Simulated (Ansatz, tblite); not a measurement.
Cost and result up the ladder for Si(tBu)2Me2 (C₁₀H₂₄Si) (35 atoms). Total charge 0; singlet. Geometry: PBE-D4/def2-SVP.

Cartesian coordinates in Å:
```
Si 0.6187 0.1567 0.2580
C 0.2245 0.2824 -1.6436
C -0.5002 -0.9743 -2.1589
C 1.5682 0.4176 -2.3906
C -0.6299 1.5293 -1.9447
H -0.6234 -0.9241 -3.2646
H 0.0620 -1.9052 -1.9354
H -1.5147 -1.0807 -1.7243
H 2.2015 -0.4859 -2.2799
H 2.1602 1.2893 -2.0407
H 1.3878 0.5622 -3.4797
H -0.1235 2.4651 -1.6313
H -1.6169 1.4984 -1.4423
H -0.8196 1.6103 -3.0390
C -0.8534 -0.4418 1.3813
C -1.0740 -1.9599 1.2329
C -2.1600 0.3026 1.0513
C -0.4729 -0.1434 2.8469
H -1.8940 -2.2970 1.9069
H -1.3578 -2.2484 0.2016
H -0.1685 -2.5396 1.5059
H -2.5359 0.0595 0.0368
H -2.0428 1.4048 1.1126
H -2.9601 0.0181 1.7717
H -0.3759 0.9439 3.0414
H 0.4830 -0.6253 3.1416
H -1.2587 -0.5322 3.5331
C 1.1773 1.8732 0.8526
H 1.6506 1.8117 1.8535
H 0.3305 2.5864 0.9234
H 1.9250 2.3092 0.1585
C 2.0657 -1.0515 0.4997
H 3.0059 -0.6316 0.0883
H 1.8844 -2.0253 0.0002
H 2.2368 -1.2546 1.5769
```

Ansatz on 4 threads of Arm Neoverse V1 on a shared host; xTB runs through tblite on one thread. Times are rough, summed over both states, and most runs start from the orbitals of an earlier one. PBE0-D4/def2-SVP serves as the yardstick here, not as an exact answer. The other state is a triplet.

The xTB rows come from tblite.

xTB has no spin-polarisation term.

```tsv
level	functions	vertical triplet (eV)	difference from PBE0-D4/def2-SVP (eV)	remarks
GFN1-xTB	97	6.83	-0.47	–
PBE0-D4/def2-SVP	278	7.30	0.00	–
GFN2-xTB	73	6.40	-0.90	–
PBE-D4/def2-SVP	278	6.55	-0.75	HOMO above zero (triplet)
```

Question: Estimate how long each takes.

Answer: GFN2-xTB 0.054 s; GFN1-xTB 0.062 s; PBE-D4/def2-SVP 23 s; PBE0-D4/def2-SVP 77 s. On shared hardware such times vary by a factor of up to 3.
